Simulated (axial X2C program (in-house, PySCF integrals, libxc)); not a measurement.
# Spectroscopic constants of ZrC⁺

Computed with an in-house all-electron X2C program for linear molecules (integrals from PySCF). Spin-free means the one-electron spin-free X2C Hamiltonian; two-component (2c) means X2C with spin–orbit coupling and atomic mean-field two-electron Coulomb and Gaunt terms, so the difference of the two also holds small scalar two-electron terms. Basis: Zr dyall-cv3z [11s12p9d6f3g], C dyall-v3z [7s6p2d1f] (cores contracted in-house); Gaussian nuclei, density fitting, unrestricted open shells. Masses: Zr 89.905 u, C 12.000 u.

State, spin-free: M_S = 1/2, Λ = 0 (beyond evenly filled blocks: σα); electrons by block: σα: 11, σβ: 10, π+α: 5, π+β: 5, π-α: 5, π-β: 5, δ+α: 1, δ+β: 1, δ-α: 1, δ-β: 1. Fragments: Zr+ + C.

State, 2c: Ω = 1/2 (⟨Sz⟩ = 0.50, ⟨Lz⟩ = 0.00 at PBE0); electrons by block: 1/2: 16, -1/2: 15, 3/2: 6, -3/2: 6, 5/2: 1, -5/2: 1. Fragments: Zr+ + C.

| Hamiltonian | level | Re (Å) | ωe (cm⁻¹) | De (eV) | μ (D) |
| --- | --- | --- | --- | --- | --- |
| spin-free | PBE0 | 1.746 | 982.3 | 5.01 | -4.95 |
| spin-free | B3LYP | 1.762 | 949.8 | 4.83 | -4.89 |
| 2c | PBE0 | 1.746 | 982.2 | n/a | -4.93 |
| 2c | B3LYP | 1.761 | 949.6 | n/a | -4.88 |

Dipoles are positive if C is the positive end and refer to the centre of mass.

The state is a single determinant with fixed occupations, the lowest that a limited PBE0 search found. De is counted from the lowest determinant-based energies of the atoms at the same level, without counterpoise correction. De is not given where an atomic determinant may have missed its ground term or J level, or where the truncated virtual space spoils (T). Density functionals use the spin component along the axis (collinear). The functionals have no current-density term, which raises determinants with orbital currents, atoms included. The determinant is spin-polarised beyond a pure state at some levels (its spin-free form has ⟨S²⟩ too high), which makes Re and μ there less reliable.

No reliable constants came from HF (2c), HF (spin-free), MP2 (2c), MP2 (spin-free): no minimum in range, unconverged points, a curve that is not smooth, a change of character along it, or the two Hamiltonians disagreeing along it.

Rough cost a point (2c) on 1 thread(s) of a shared host, integrals apart: PBE0 0.6 s, B3LYP 0.7 s.

The whole task took 2.8 min on 1 thread of Intel(R) Xeon(R) 6975P-C (Granite Rapids) (shared host).
